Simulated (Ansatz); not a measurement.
Calculated with Ansatz (gas phase, PBE0-D4/def2-TZVP geometries, no zero-point term in ΔE). CBS: MP2 limit from def2 TZ/QZ plus the TZ coupled-cluster correction, frozen cores. This one scheme is used for every species. Functionals use def2-TZVPP. HSE06 is defined as in plane-wave codes. Each species was taken in one conformer, which may not be the lowest.

`C[SiH](C)P` + `N[SiH3]` → `[SiH3]NP` + `C[SiH2]C`  (cleavage of the P–Si bond)

`C[SiH](C)P`:

Z-matrix (Å, degrees):
```
C
Si 1 1.872
H 1 1.092 2 111.1
H 1 1.093 2 110.9 3 120.2
H 1 1.093 2 110.6 3 -120.1
C 2 1.872 1 111.0 3 178.4
P 2 2.261 1 108.1 3 -56.7
H 2 1.492 1 109.4 3 57.8
H 6 1.093 2 110.7 1 60.5
H 6 1.094 2 110.7 1 -59.5
H 6 1.092 2 111.0 1 -179.6
H 7 1.421 2 94.1 1 -169.5
H 7 1.422 2 93.9 1 -75.9
```

`N[SiH3]`:

Cartesian coordinates in Å:
```
N 0.877 -0.110 0.597
Si -0.582 -0.018 -0.309
H 1.096 0.613 1.264
H 1.716 -0.452 0.157
H -1.693 0.247 0.641
H -0.634 1.043 -1.359
H -0.780 -1.323 -0.990
```

`[SiH3]NP`:

Cartesian coordinates in Å:
```
Si -0.615 1.000 0.015
N 0.849 0.091 0.112
P 1.003 -1.601 -0.021
H -1.280 0.790 -1.299
H -0.275 2.437 0.186
H -1.570 0.577 1.075
H 1.722 0.568 0.263
H 0.209 -1.840 -1.181
H -0.043 -2.022 0.851
```

`C[SiH2]C`:

```xyz
11

C     1.325   -0.844    0.184
Si   -0.174   -0.141   -0.691
C    -1.168    0.971    0.440
H     1.900   -1.491   -0.482
H     1.027   -1.434    1.054
H     1.985   -0.044    0.529
H    -1.036   -1.257   -1.174
H     0.266    0.632   -1.888
H    -1.521    0.421    1.316
H    -2.040    1.377   -0.077
H    -0.563    1.811    0.791
```

CCSD(T)/CBS gives +9.6 kcal/mol.

Problem. Another level gave +8.6 kcal/mol. Which?
A. ωB97M-V/def2-TZVPP
B. HSE06/def2-TZVPP
C. HF/def2-TZVPP
D. CAM-B3LYP/def2-TZVPP

Solution. A. ωB97M-V 8.6, HSE06 10.8, CAM-B3LYP 7.2, HF/def2-TZVPP 5.0 kcal/mol.

Largest T1 diagnostic among the species: 0.012.

From BLYP to BHLYP (50 % exact exchange), in def2-TZVPP and without D4, ΔE moves by −1.4 kcal/mol. Leaving LDA and LC-ωPBE aside and taking each functional with its dispersion term where it has one, the values, not all of them listed here, spread over 4.0 kcal/mol, from BHLYP-D4 to PBE-D4.

CCSD(T)/CBS has its own doubt, a few kJ/mol and more with outer-core shells, so smaller differences from it don't rank the levels.
